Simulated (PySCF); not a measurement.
**Electric field gradients and quadrupole coupling constants**

C5H6F2OSi.
Cartesian coordinates in Å at the GFN2-xTB level; atoms count from 1:
```xyz
15
C5H6F2OSi angstrom
C      4.0594   -0.1706    1.2988
C      3.0518   -0.4016    0.6871
C      1.8809   -0.6969   -0.0392
C      0.7661    0.0250    0.0459
C     -0.4743   -0.2638   -0.7354
O     -1.5892   -0.2189    0.1233
Si    -3.1626   -0.1895   -0.1231
F     -3.5876    1.0820   -0.9940
F     -3.7467    0.0913    1.3235
H      4.9373    0.0375    1.8339
H      1.9420   -1.5566   -0.6962
H      0.7059    0.8755    0.7095
H     -0.5985    0.4890   -1.5263
H     -0.4193   -1.2516   -1.2075
H     -3.7695   -1.3483   -0.7220
```

Field gradients from the PBE0/pcSseg-1 density (PySCF, non-relativistic), principal values in atomic units, ordered |Vxx| ≤ |Vyy| ≤ |Vzz|:

```
atom      Vxx      Vyy     Vzz
  O6  -0.5709  -1.1359  1.7067
```

Q: Find the asymmetry η = (Vxx − Vyy)/Vzz and the couplings χ = eQV/h (234.96 MHz × Q in barn × V in au), with Q(17O) = −0.0256 b.

A: 
```json
{"atom": "O6", "environment": "silyl ether oxygen", "nucleus": "17O", "η": "0.33", "χzz (MHz)": "-10.27", "χxx (MHz)": "3.43", "χyy (MHz)": "6.83"}
```

The tensor is traceless: Vxx + Vyy + Vzz = 0.

Q: What is Vzz at O6 in SI units (1 au = 9.71736 × 10²¹ V/m²)?

A: 1.7067 au = 16.585 × 10²¹ V/m².

Q: And the gradient at the other heavy atoms, for which no coupling is worked out here?

A: 
| atom | environment | Vzz (au) | η |
| --- | --- | --- | --- |
| C1 | terminal alkyne carbon | -0.287 | 0.09 |
| C2 | alkyne carbon | -0.293 | 0.02 |
| C3 | alkene CH carbon | 0.229 | 0.88 |
| C4 | alkene CH carbon | 0.322 | 0.47 |
| C5 | sp3 carbon bound to oxygen | 0.444 | 0.16 |
| Si7 | fluorine-bound silicon | -0.568 | 0.59 |
| F8 | silicon-bound fluorine | 1.183 | 0.11 |
| F9 | silicon-bound fluorine | 1.226 | 0.04 |

Were the hydrogens deuterons (Q(2H) = 0.00286 b), χzz would run from 115 kHz (H15) to 266 kHz (H10).

Isolated species at its GFN2-xTB geometry (one conformer only). GFN2-xTB bond lengths can be off by several hundredths of an ångström, more for odd bonds, and the gradients follow them. With a basis this small, the couplings can be 20 % off.

The run behind these numbers computed NMR shieldings as well. Hardware: one thread of an AMD EPYC 9R45, no GPU, shared host with 192 logical CPUs at a one-minute load of 59. Cost: 16 s of wall time, 0.83 GiB resident at most.
